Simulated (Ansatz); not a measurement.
`C[CH2][Mg][Br]` + H₂ → `[CH3][Mg][Br]` + CH₄ at 600 K and 1 bar (hydrogenolysis of a C–C bond).

Gas-phase electronic energies from Ansatz, PBE0-D4/def2-TZVP geometries. CCSD(T)/CBS adds triple-zeta CCSD(T) − MP2 to the extrapolated MP2 energy (def2 sets, frozen cores). This one scheme is used for every species. For Br, Mg outer-core shells are correlated without core-valence functions, which leaves a few kJ/mol of doubt a bond. Scalar relativity is left out up to krypton. Each species was taken in one conformer, which may not be the lowest.

```json
{"species": "`C[CH2][Mg][Br]`", "CCSD(T)/CBS energy (Eh)": "-2852.39929", "H − E (kJ/mol)": "222.7", "S (J/(mol·K))": "422.2"}
{"species": "H₂", "CCSD(T)/CBS energy (Eh)": "-1.17544", "H − E (kJ/mol)": "43.9", "S (J/(mol·K))": "150.8"}
{"species": "`[CH3][Mg][Br]`", "CCSD(T)/CBS energy (Eh)": "-2813.14753", "H − E (kJ/mol)": "134.3", "S (J/(mol·K))": "358.1"}
{"species": "CH₄", "CCSD(T)/CBS energy (Eh)": "-40.46206", "H − E (kJ/mol)": "140.4", "S (J/(mol·K))": "215.7"}
```

H − E and S are ideal-gas, rigid-rotor, harmonic terms from PBE0-D4/def2-TZVP, for one conformer and one mirror image of each species. For small species the MP2-based limit differs from directly extrapolated CCSD(T) by up to some mEh (0.8 for H₂); such offsets cancel only in part. 1 Eh = 2625.50 kJ/mol, R = 8.31446 J/(mol·K).

Question: By hand: ΔE, ΔH, ΔS and ΔG.

Answer: ΔE = (-2813.14753) + (-40.46206) − (-2852.39929) − (-1.17544) = -0.03486 Eh = -91.5 kJ/mol. Δ(H − E) = 134.3 + 140.4 − 222.7 − 43.9 = 8.1, so ΔH = -83.4 kJ/mol. ΔS = 358.1 + 215.7 − 422.2 − 150.8 = 0.8 J/(mol·K). ΔG = -83.4 − 600 × (0.8)/1000 = -83.9 kJ/mol.

Question: By hand: the equilibrium constant, and the temperature at which ΔG would vanish if ΔH and ΔS stayed fixed.

Answer: log₁₀ K = −ΔG/(RT ln 10) = 7.3. ΔH and −TΔS have one sign here, so there is no such temperature.

The number of gas molecules stays the same, so ΔS is small and ΔH decides. A doubt of 5 kJ/mol in ΔE shifts log₁₀ K by 0.4 here. Other conformers and mirror images would add mixing entropy, several J/(mol·K) or more a flexible species. These are equilibria of isolated gas molecules and say nothing of rates. Largest T1 diagnostic: 0.007 (customary marks: 0.02 for closed shells, 0.045 for open ones).

ΔS is within the doubt of such terms, so its sign, and with it that verdict, could turn.
